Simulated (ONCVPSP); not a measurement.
## u(r) = r·R(r): atom against pseudo-atom (cerium)

Columns: radius, all-electron u(r) and pseudo u(r) of the 5s shell (level -46.71 eV) of cerium in the configuration [Kr] 4d10 4f1 5s2 5p6 5d1 6s1; LDA (Perdew-Wang 92), scalar-relativistic, ONCV scheme, ONCVPSP 4.0.1.

```json
{"r (bohr)": "0.143", "all-electron": "0.1555", "pseudo": "0.0711"}
{"r (bohr)": "0.285", "all-electron": "0.1438", "pseudo": "0.1528"}
{"r (bohr)": "0.428", "all-electron": "-0.4360", "pseudo": "0.2535"}
{"r (bohr)": "0.570", "all-electron": "-0.4755", "pseudo": "0.3725"}
{"r (bohr)": "0.713", "all-electron": "-0.1229", "pseudo": "0.5047"}
{"r (bohr)": "0.855", "all-electron": "0.3041", "pseudo": "0.6360"}
{"r (bohr)": "0.998", "all-electron": "0.6473", "pseudo": "0.7531"}
{"r (bohr)": "1.140", "all-electron": "0.8587", "pseudo": "0.8406"}
{"r (bohr)": "1.283", "all-electron": "0.9541", "pseudo": "0.8901"}
{"r (bohr)": "1.425", "all-electron": "0.9619", "pseudo": "0.8977"}
{"r (bohr)": "1.568", "all-electron": "0.9128", "pseudo": "0.8668"}
{"r (bohr)": "1.710", "all-electron": "0.8318", "pseudo": "0.8056"}
{"r (bohr)": "1.853", "all-electron": "0.7355", "pseudo": "0.7238"}
{"r (bohr)": "1.995", "all-electron": "0.6369", "pseudo": "0.6330"}
{"r (bohr)": "2.138", "all-electron": "0.5419", "pseudo": "0.5411"}
{"r (bohr)": "2.280", "all-electron": "0.4555", "pseudo": "0.4555"}
{"r (bohr)": "2.423", "all-electron": "0.3786", "pseudo": "0.3785"}
{"r (bohr)": "2.565", "all-electron": "0.3124", "pseudo": "0.3123"}
{"r (bohr)": "2.708", "all-electron": "0.2556", "pseudo": "0.2556"}
{"r (bohr)": "2.850", "all-electron": "0.2083", "pseudo": "0.2083"}
{"r (bohr)": "2.992", "all-electron": "0.1689", "pseudo": "0.1689"}
{"r (bohr)": "3.135", "all-electron": "0.1362", "pseudo": "0.1362"}
{"r (bohr)": "3.278", "all-electron": "0.1095", "pseudo": "0.1095"}
{"r (bohr)": "3.420", "all-electron": "0.0879", "pseudo": "0.0878"}
{"r (bohr)": "3.563", "all-electron": "0.0702", "pseudo": "0.0702"}
{"r (bohr)": "3.705", "all-electron": "0.0561", "pseudo": "0.0561"}
```

Question: How many radial nodes do the two functions have?

Answer: The all-electron 5s function has n − l − 1 = 4 (the table is too coarse to show those close to the nucleus); the pseudo-wave has 0, since the states of the same l below it are removed with the core.

Question: At about which radius was the pseudo-wave matched?

Answer: 2.40 bohr, where the columns begin to agree (steps of 0.14 bohr).

Question: Where does each function peak?

Answer: Outermost all-electron maximum near 1.43 bohr, pseudo maximum near 1.43 bohr (to the table’s step).

Question: Is the pseudo-wave norm-conserving?

Answer: Yes: the ONCV scheme keeps the norm inside the radius equal to the all-electron one, which fixes the energy derivative of the logarithmic derivative at the level.
